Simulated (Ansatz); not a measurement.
# Molecular dynamics of CH7AlSSiTe

input.yaml

```yaml
crystal:
  periodic: [false, false, false]
  atoms:
    - { symbol: C, position_ang: [-1.597075, 0.121492, 1.213777] }
    - { symbol: Te, position_ang: [0.258034, -1.03701, 1.184847] }
    - { symbol: Si, position_ang: [1.588554, 0.935699, 0.171687] }
    - { symbol: S, position_ang: [0.735804, 1.121002, -1.746444] }
    - { symbol: Al, position_ang: [0.217693, -1.133489, -1.671437] }
    - { symbol: H, position_ang: [-1.601574, 0.779292, 0.335566] }
    - { symbol: H, position_ang: [-1.636449, 0.699261, 2.144789] }
    - { symbol: H, position_ang: [-2.426857, -0.593847, 1.162721] }
    - { symbol: H, position_ang: [1.403969, 2.134102, 1.03599] }
    - { symbol: H, position_ang: [3.002383, 0.472402, 0.243512] }
    - { symbol: H, position_ang: [-1.288968, -1.439591, -2.054612] }
    - { symbol: H, position_ang: [1.421486, -2.114513, -1.986397] }
basis:
  gaussian: { orbitals: def2-SVP }
hamiltonian:
  xc: b3lyp
  dispersion: d4
md:
  timestep: 1.0
  n_steps: 150
  ensemble: nve
  temperature: 200.0
  initial_velocities: maxwell_boltzmann
  seed: 136467
  masses: [{ species: H, mass: 2.014 }]
scf:
  lower_state_search: "off"
```

Run as:

```bash
$ ansatz run input.yaml --threads 2 --pin off --max-ram 3072MiB --backend cpu --events-out ev --progress --plain --runs-dir out
```

It starts from a relaxed structure.

Output, in part (step lines, the closing report, with atoms numbered from 0):

```
md step     0: t =     0.00 fs  T =   200.0 K  F+E_penalty+E_count = -33752.40297388 eV  E_kin = 0.258520 eV  conserved = -33752.14445388 eV  (15 SCF iters)
[... lines left out ...]
Total energy: -33752.23358104 eV, -1240.3717060178 hartree
Atom 0 at    -1.664186     0.001840     1.124525 Å, force     0.006419     0.073044    -0.541069 eV/Å
Atom 1 at     0.276684    -1.037922     1.214832 Å, force    -0.338632     0.331733    -0.122359 eV/Å
Atom 2 at     1.587067     0.928911     0.142987 Å, force    -0.033295    -0.783754    -0.756282 eV/Å
Atom 3 at     0.810963     1.132612    -1.810758 Å, force    -0.043908    -0.213713     0.156841 eV/Å
Atom 4 at     0.123565    -1.067277    -1.638359 Å, force    -0.285402    -0.091287    -0.216429 eV/Å
Atom 5 at    -1.642923     0.828326     0.412296 Å, force     0.380061     0.038055    -0.463383 eV/Å
Atom 6 at    -1.961589     0.462116     2.054660 Å, force    -0.071716    -0.219454     0.848776 eV/Å
Atom 7 at    -2.379755    -0.736968     0.746272 Å, force    -0.083580    -0.051254     0.236629 eV/Å
Atom 8 at     1.366073     2.079729     0.949200 Å, force    -0.220449     1.104587     0.805451 eV/Å
Atom 9 at     2.999382     0.518712     0.251316 Å, force     0.240776    -0.170630     0.028133 eV/Å
Atom 10 at    -1.431780    -1.252654    -2.042711 Å, force     0.382870     0.017662     0.182270 eV/Å
Atom 11 at     1.228556    -2.167982    -1.876068 Å, force     0.066854    -0.034991    -0.158579 eV/Å
Dipole moment:    -0.140930     0.055065     0.698437 e Å
```

The steps, from the saved trajectory:

```csv
time (fs),T (K),potential energy less start (eV),conserved less start (meV/atom)
0.0,200,0.000,0.00
5.0,104,0.127,0.20
10.0,136,0.084,0.07
15.0,106,0.123,0.13
20.0,124,0.099,0.07
25.0,66,0.176,0.19
30.0,130,0.091,0.03
35.0,89,0.145,0.14
40.0,93,0.140,0.10
45.0,86,0.149,0.12
50.0,121,0.103,0.06
55.0,80,0.157,0.13
60.0,92,0.141,0.12
65.0,106,0.122,0.09
70.0,93,0.139,0.09
75.0,92,0.140,0.10
80.0,74,0.165,0.15
85.0,104,0.124,0.03
90.0,53,0.191,0.16
95.0,99,0.132,0.08
100.0,61,0.181,0.15
105.0,110,0.117,0.05
110.0,85,0.150,0.16
115.0,123,0.101,0.05
120.0,68,0.172,0.16
125.0,121,0.102,0.06
130.0,83,0.153,0.15
135.0,94,0.138,0.08
140.0,69,0.170,0.15
145.0,117,0.109,0.06
150.0,70,0.170,0.16
```

All steps were run. The conserved energy stayed within 0.2 meV per atom of its start (net change 0.16 meV per atom), so the integration is sound. The temperature averaged 0.45 of the 200 K drawn at the start: a run that starts near a minimum puts about half its kinetic energy into the potential. A run of 0.15 ps of so small a system gives no equilibrium averages.

The same pairs are bonded in the first frame and the last. Pairs count as bonded within 1.25 times the sum of covalent radii (0.12 Å more for H–H).

Last frame:

```xyz
12
Properties=species:S:1:pos:R:3
C -1.664 0.002 1.125
Te 0.277 -1.038 1.215
Si 1.587 0.929 0.143
S 0.811 1.133 -1.811
Al 0.124 -1.067 -1.638
H -1.643 0.828 0.412
H -1.962 0.462 2.055
H -2.380 -0.737 0.746
H 1.366 2.080 0.949
H 2.999 0.519 0.251
H -1.432 -1.253 -2.043
H 1.229 -2.168 -1.876
```

Time of the run: 17 min on 2 threads of Arm Neoverse N1, with other jobs on the host, peak memory 0.34 GiB.
